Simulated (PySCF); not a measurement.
Job for PySCF: R-B3LYP/6-31G* on CH4O2Si (SMILES CO[Si]O), a point of a torsion scan.

```python
from pyscf import gto, scf, dft, mp
from pyscf.data.elements import chemcore

mol = gto.M(
    atom='''
    C    -1.05638700    0.11663065    0.29655602
    O    -0.29006103   -1.01669207    0.01499923
    Si    1.29944064   -1.37486422    0.02695367
    O     2.11282197   -0.04557010    0.48514522
    H    -2.04415471   -0.21051445    0.62651181
    H    -0.60519352    0.72685263    1.08651813
    H    -1.16655039    0.72814587   -0.60397001
    H     1.75129463    0.82034446    0.68885814
    ''',
    basis='6-31g*',
    cart=True,
    charge=0, spin=0, verbose=3, max_memory=1800)
mf = dft.RKS(mol, xc='b3lyp')
mf.conv_tol = 1e-8
mf.max_cycle = 100
mf.kernel()
if not mf.converged:
    mf = mf.newton().run(mf.mo_coeff, mf.mo_occ)
```

Program output:

```
converged SCF energy = -480.488368679797
```

The calculation finished and met its thresholds.

Cost: around 9 core-seconds (rough).
